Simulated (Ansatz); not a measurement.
Frontier orbitals of C₅H₅F₅O₃Ti (`CC1=CC(C(F)(F)F)=[O+][Ti-]([OH])([F])([F])[O]1`).

The species carries charge 0 and has multiplicity 1. Correlated methods include outer-core shells of Ti, which these sets cover unevenly. Scalar relativity is left out up to krypton. The structure was optimised at the PBE0-D4/def2-TZVP level. It is one conformer, not always the lowest. Basis def2-TZVPP, Ansatz 0.2.0.

```tsv
functional	HOMO (eV)	LUMO (eV)	gap (eV)
PBE	-7.09	-3.65	3.44
PBE0	-8.28	-2.86	5.42
LC-ωPBE	-10.79	-0.69	10.10
ωB97M-V	-10.39	-0.76	9.63
HF	-10.94	0.81	11.75
```

From PBE to PBE0 the HOMO moves by −1.18 eV and the LUMO by +0.79 eV, and with ωB97M-V by −3.30 and +2.89 eV, so the gap grows from 3.44 to 9.64 eV with exact exchange.

LC-ωPBE has ω = 0.4 bohr⁻¹.
